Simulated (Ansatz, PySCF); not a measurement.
Species: chlorine atom, Cl, net charge 0, doublet state.

Property: electron affinity to the singlet, in eV. Conventions: 6-311+G** with 5d, 6d on Na to Ar in Ansatz (an electronic-structure program); UHF or UKS for open shells; six Cartesian d functions in 6-31G* and its kin unless marked 5d; frozen cores in correlated levels; non-relativistic; each state is the SCF solution reached for its charge and spin; spin-orbit terms left out. CBS marks a two-point X^-3 extrapolation of the correlation energy; Hartree-Fock from the larger set. Sets without +, aug- or the D of def2-TZVPD hold no diffuse functions, which anions need.

Measured values: pymatgen's periodic table; they hold spin-orbit and core effects. 

Value to compare with, the measured value: 3.61 eV.

```tsv
level	program	electron affinity to the singlet (eV)	error
HF/6-31G*	Ansatz	2.12	-1.49
PBE/6-31G*	Ansatz	3.12	-0.49
PBE/6-311+G**	Ansatz	3.69	0.08
B3LYP/STO-3G	Ansatz	-0.59	-4.20
B3LYP/6-31G*	Ansatz	3.16	-0.45
B3LYP/6-311+G**	Ansatz	3.72	0.11
M06-2X/6-31G* (5d)	PySCF	3.21	-0.40
MP2/6-31G*	Ansatz	2.71	-0.90
MP2/6-311+G**	Ansatz	3.19	-0.42
PBE/def2-TZVPD	Ansatz	3.66	0.05
B3LYP/def2-TZVPD	Ansatz	3.68	0.07
M06-2X/def2-TZVPD	PySCF	3.65	0.04
CCSD(T)/CBS(aug-cc-pV(T+d)Z,aug-cc-pV(Q+d)Z)	Ansatz	3.69	0.08
```

Among the 9 habitual levels, B3LYP/STO-3G lies farthest from the measured value (-4.20 eV); 2 of 9 lie above it, and their mean absolute error is 0.95 eV, the median 0.45. One case shows no general order.

The levels are drawn from those run, B3LYP/6-31G* more often than the rest, none by its result; runs whose electronic state is in doubt are left out.
